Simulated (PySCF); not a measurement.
## Spin-Hamiltonian simulation

Molecule: `InChI=1S/C5H6O2/c6-3-5-1-2-7-4-5/h1-2,4,6H,3H2`.

Cartesian coordinates in Å; atom numbers follow the order of the lines, from 1:
```xyz
13

O    -2.3111    0.2019    0.5553
C    -1.6017    0.4545   -0.6316
C    -0.1260    0.2418   -0.5022
C     0.8330    1.1522    0.0603
C     2.0330    0.5092    0.0251
O     1.8902   -0.7185   -0.5120
C     0.5897   -0.8761   -0.8240
H    -1.8752    0.6830    1.2662
H    -1.7852    1.4823   -1.0034
H    -2.0100   -0.2312   -1.3891
H     0.6500    2.1607    0.4276
H     3.0394    0.7888    0.3255
H     0.3095   -1.8276   -1.2693
```

Calculated, not measured (PySCF 2.14.0 with density-fitted response routines): B3LYP/pcJ-1 coupling constants (without the spin–dipole term), geometry from PBE0-D3(BJ)/def2-SVP, shieldings: GIAO KT3/pcSseg-2. One conformer, non-relativistic, equivalent nuclei averaged, isolated molecule.

References, each an isolated molecule treated in the same way: 1H (31.35 ppm) vs TMS.

Shifts (ppm): H9/H10 4.52, H11 6.42, H12 7.45, H13 7.53.
Couplings (Hz): H9–H10: -13.8; H9–H11, H10–H11: -0.4; H9–H12, H10–H12: 0.4; H9–H13, H10–H13: -0.5; H11–H12: 2.2; H11–H13: 0.8; H12–H13: 1.5.

The 5-spin Hamiltonian (Zeeman plus full scalar coupling among like nuclei) was diagonalised exactly; lines are Lorentzian, 0.4 Hz wide, and the maxima above 3 % are listed with the tallest set to 100.

Question: Give the 1H peak list of this spin system at 60 MHz.

Answer: 
δ in ppm (height): 7.558 (8), 7.551 (13), 7.544 (14), 7.535 (21), 7.527 (28), 7.520 (25), 7.513 (24), 7.505 (14), 7.479 (23), 7.448 (22), 7.442 (24), 7.423 (9), 7.418 (14), 6.444 (19), 6.438 (20), 6.431 (19), 6.425 (13), 6.414 (12), 6.408 (19), 6.402 (19), 6.395 (18), 4.523 (99), 4.517 (100)

Question: And at 600 MHz?

Answer: 
Hz from δ = 0 (height): 4519.7 (10), 4519.2 (19), 4518.7 (18), 4518.4 (23), 4517.7 (24), 4517.4 (19), 4516.9 (20), 4516.4 (11), 4472.2 (11), 4471.9 (18), 4471.5 (12), 4470.3 (20), 4470.0 (21), 4469.7 (21), 4468.5 (11), 4468.2 (17), 4467.8 (10), 3853.5 (19), 3853.1 (20), 3852.7 (20), 3852.4 (13), 3851.7 (13), 3851.3 (19), 3850.9 (20), 3850.5 (19), 2712.2 (99), 2711.8 (100)

Question: Among coupled protons with different shifts, which pair is furthest from first order, and how does the field change that?

Answer: H11 and H12: Δν/J is about 28.1 at 60 MHz (close to first order) and 280.9 at 600 MHz (close to first order). J in Hz doesn't depend on the field, while Δν in Hz grows in proportion to it.

The OH or NH signal is concentration- and solvent-dependent in practice; the value given is the gas-phase one. Unscaled 3J(H,H) at this level run about 10 % above measured values.
